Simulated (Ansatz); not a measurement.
# InH2F (SMILES [H][In]([H])[F]): the energy, rung by rung

InH2F has 4 atoms, charge 0, and is taken as a singlet. As SMILES, `[H][In]([H])[F]`. Geometry: a GFN2-xTB relaxation, a rough one for these elements and not checked as a minimum.

```xyz
4

In    0.0692    0.1173   -0.0002
H     1.7512   -0.0738    0.0136
H    -0.8914    1.5093   -0.0189
F    -0.9289   -1.5529    0.0055
```

Quantity: the energy change with the In1–H3 bond stretched from 1.691 to 2.114 Å, in eV. The values are calculated.

| level | kind | program | value (eV) | less FCI/STO-3G |
| --- | --- | --- | --- | --- |
| BLYP/STO-3G (restricted) | GGA | Ansatz | 1.23 | +0.16 |
| revPBE/STO-3G (restricted) | GGA | Ansatz | 1.17 | +0.10 |
| wB97M-V/STO-3G (restricted) | range-separated hybrid | Ansatz | 1.35 | +0.28 |
| wB97X/STO-3G (restricted) | range-separated hybrid | Ansatz | 1.34 | +0.27 |
| RPA@PBE/STO-3G (restricted) | RPA | Ansatz | 1.06 | -0.01 |
| CCSD/STO-3G (restricted) | coupled cluster or CI | Ansatz | 1.08 | +0.01 |
| CCSDT(Q)/STO-3G (restricted) | coupled cluster or CI | Ansatz | 1.07 | 0.00 |
| CCSDTQ/STO-3G (restricted) | coupled cluster or CI | Ansatz | 1.07 | 0.00 |
| FCI/STO-3G | exact in the basis | Ansatz | 1.07 | 0.00 |

FCI/STO-3G is exact within its basis and frozen core, so for wave-function methods in that basis the difference is their error; functionals converge differently with the basis, so for them it is only a difference. All-electron rows without a relativistic Hamiltonian named are non-relativistic. The first shape isn't each level's own minimum. The values span 1.06 to 1.35 eV. All rows use very small basis sets, so even the best lies far from the true value. In the correlated wave-function rows the outer d shell of In is correlated, in sets not made for it.
